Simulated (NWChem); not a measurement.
System: BCl cation, doublet; SMILES of the neutral closed-shell parent BCl

The following NWChem deck was run.

```
start job
memory heap 200 mb stack 900 mb global 1100 mb
charge 1
geometry units angstroms
  B      0.000000     0.000000    -1.213351
  Cl     0.000000     0.000000     0.390317
end
basis spherical
  B library 6-31g*
  Cl library 6-31g*
end
dft
  odft
  mult 2
  xc hfexch
  iterations 150
end
driver
  maxiter 120
end
task dft optimize
task dft freq
```

Parts of the log:

```
             Northwest Computational Chemistry Package (NWChem) 7.3.0
             --------------------------------------------------------

 ORDER OF PRIMARY AXIS IS BEING SET TO 4
 C4V symmetry detected

                             Geometry "geometry" -> ""
                             -------------------------

 Output coordinates in angstroms (scale by  1.889725989 to convert to a.u.)

  No.       Tag          Charge          X              Y              Z
 ---- ---------------- ---------- -------------- -------------- --------------
    1 B                    5.0000     0.00000000     0.00000000    -1.23919800
    2 Cl                  17.0000     0.00000000     0.00000000     0.36447000

 Effective nuclear repulsion energy (a.u.)      28.0482407612

      Symmetry information
      --------------------

 Group name             C4v
 Group number             18
 Group order               8
 No. of unique centers     2

                                Z-matrix (autoz)
                                --------

 Units are Angstrom for bonds and degrees for angles

      Type          Name      I     J     K     L     M      Value
      ----------- --------  ----- ----- ----- ----- ----- ----------
    1 Stretch                  1     2                       1.60367

  xc_inp: hfexch multiplicative factor not found.

                           NWChem Geometry Optimization
                           ----------------------------

 maximum gradient threshold         (gmax) =   0.000450
 rms gradient threshold             (grms) =   0.000300
 maximum cartesian step threshold   (xmax) =   0.001800
 rms cartesian step threshold       (xrms) =   0.001200
 fixed trust radius                (trust) =   0.300000
 source of zmatrix                         =   autoz

          -------------------
          Energy Minimization
          -------------------

 Using diagonal initial Hessian
 Scaling for Hessian diagonals: bonds = 1.00  angles = 0.25  torsions = 0.10

          --------
          Step   0

                                 NWChem DFT Module
                                 -----------------

 Summary of "ao basis" -> "ao basis" (spherical)
 ------------------------------------------------------------------------------
       Tag                 Description            Shells   Functions and Types
 ---------------- ------------------------------  ------  ---------------------
 B                           6-31g*                  6       14   3s2p1d
 Cl                          6-31g*                  8       18   4s3p1d

      Symmetry analysis of basis
      --------------------------

        a1         14
        a2          0
        b1          2
        b2          2
        e          14

            General Information
            -------------------
          SCF calculation type: DFT
          Wavefunction type:  spin polarized.
          No. of atoms     :     2
          No. of electrons :    21
           Alpha electrons :    11
            Beta electrons :    10
          Charge           :     1
          Spin multiplicity:     2
          Use of symmetry is: on ; symmetry adaption is: on
          Maximum number of iterations: 150
          AO basis - number of functions:    32
                     number of shells:    14
          Convergence on energy requested:  1.00D-06
          Convergence on density requested:  1.00D-05
          Convergence on gradient requested:  5.00D-04

              XC Information
              --------------
                     Hartree-Fock (Exact) Exchange  1.000

      Superposition of Atomic Density Guess
      -------------------------------------

 Sum of atomic energies:        -483.97667121

 Renormalizing density from      22.00 to     21

      Non-variational initial energy
      ------------------------------

 Total energy =    -470.252400
 1-e energy   =    -690.119848
 2-e energy   =     191.819207
 HOMO         =      -0.587463
 LUMO         =      -0.293726

   Symmetry analysis of molecular orbitals - initial alpha
   -------------------------------------------------------

 !! scf_movecs_sym_adapt:    4 vectors were symmetry contaminated

  Symmetry fudging

 !! scf_movecs_sym_adapt:    4 vectors were symmetry contaminated

  Numbering of irreducible representations:

     1 a1          2 a2          3 b1          4 b2          5 e

  Orbital symmetries:

     1 a1          2 a1          3 a1          4 e           5 e
     6 a1          7 a1          8 a1          9 e          10 e
    11 a1         12 e          13 e          14 a1         15 a1
    16 e          17 e          18 a1         19 e          20 e
    21 a1

   Symmetry analysis of molecular orbitals - initial beta
   ------------------------------------------------------

 !! scf_movecs_sym_adapt:    4 vectors were symmetry contaminated

  Symmetry fudging

 !! scf_movecs_sym_adapt:    4 vectors were symmetry contaminated

  Numbering of irreducible representations:

     1 a1          2 a2          3 b1          4 b2          5 e

  Orbital symmetries:

[...]

      ----------------------
      Optimization converged
      ----------------------

  Step       Energy      Delta E   Gmax     Grms     Xrms     Xmax
  ---- ---------------- -------- -------- -------- -------- --------
@    2    -483.78506325 -4.8D-08  0.00001  0.00001  0.00005  0.00009
                                     ok       ok       ok       ok

                                Z-matrix (autoz)
                                --------

 Units are Angstrom for bonds and degrees for angles

      Type          Name      I     J     K     L     M      Value     Gradient
      ----------- --------  ----- ----- ----- ----- ----- ---------- ----------
    1 Stretch                  1     2                       1.59603    0.00001

                         Geometry "geometry" -> "geometry"
                         ---------------------------------

 Output coordinates in angstroms (scale by  1.889725989 to convert to a.u.)

  No.       Tag          Charge          X              Y              Z
 ---- ---------------- ---------- -------------- -------------- --------------
    1 B                    5.0000     0.00000000     0.00000000    -1.23537926
    2 Cl                  17.0000     0.00000000     0.00000000     0.36065126

 Effective nuclear repulsion energy (a.u.)      28.1824598790

      Symmetry information
      --------------------

 Group name             C4v
 Group number             18
 Group order               8
 No. of unique centers     2

                Final and change from initial internal coordinates
                --------------------------------------------------

                                Z-matrix (autoz)
                                --------

 Units are Angstrom for bonds and degrees for angles

      Type          Name      I     J     K     L     M      Value       Change
      ----------- --------  ----- ----- ----- ----- ----- ---------- ----------
    1 Stretch                  1     2                       1.59603   -0.00764

 ==============================================================================
                                internuclear distances
 ------------------------------------------------------------------------------
       center one      |      center two      | atomic units |  angstroms
 ------------------------------------------------------------------------------
    2 Cl               |   1 B                |     3.01606  |     1.59603
 ------------------------------------------------------------------------------
                         number of included internuclear distances:          1
 ==============================================================================

[second-derivative integrals and response iterations left out]

  Vibrational analysis via the FX method

  See chapter 2 in "Molecular Vibrations" by Wilson, Decius and Cross

  Vib: Default input used

[...]

 Rotational Constants
 --------------------
 A=   0.000000 cm-1  (  0.000000 K)
 B=   0.790365 cm-1  (  1.137134 K)
 C=   0.790365 cm-1  (  1.137134 K)

 Temperature                      =   298.15K
 frequency scaling parameter      =   1.0000

 Linear Molecule

 Zero-Point correction to Energy  =    1.705 kcal/mol  (  0.002718 au)
 Thermal correction to Energy     =    3.197 kcal/mol  (  0.005094 au)
 Thermal correction to Enthalpy   =    3.789 kcal/mol  (  0.006038 au)

 Total Entropy                    =   50.476 cal/mol-K
   - Translational                =   37.385 cal/mol-K (mol. weight =  45.9782)
   - Rotational                   =   13.048 cal/mol-K (symmetry #  =        1)
   - Vibrational                  =    0.042 cal/mol-K

 Cv (constant volume heat capacity) =    5.175 cal/mol-K
   - Translational                  =    2.979 cal/mol-K
   - Rotational                     =    1.986 cal/mol-K
   - Vibrational                    =    0.209 cal/mol-K

[normal modes left out]

 ----------------------------------------------------------------------------
 Normal Eigenvalue ||           Projected Infra Red Intensities
  Mode   [cm**-1]  || [atomic units] [(debye/angs)**2] [(KM/mol)] [arbitrary]
 ------ ---------- || -------------- ----------------- ---------- -----------
    1        0.000 ||    0.043917           1.013        42.813       7.128
    2        0.000 ||    0.043917           1.013        42.813       7.128
    3        0.000 ||    0.002654           0.061         2.588       0.431
    4        0.000 ||    0.002654           0.061         2.588       0.431
    5        0.000 ||    0.021749           0.502        21.202       3.530
    6     1193.578 ||    0.254769           5.878       248.361      41.352
 ----------------------------------------------------------------------------
```

Level: UHF/6-31G* (spherical d). This spin state was assumed; another may lie lower. No stability test was run on the SCF state.
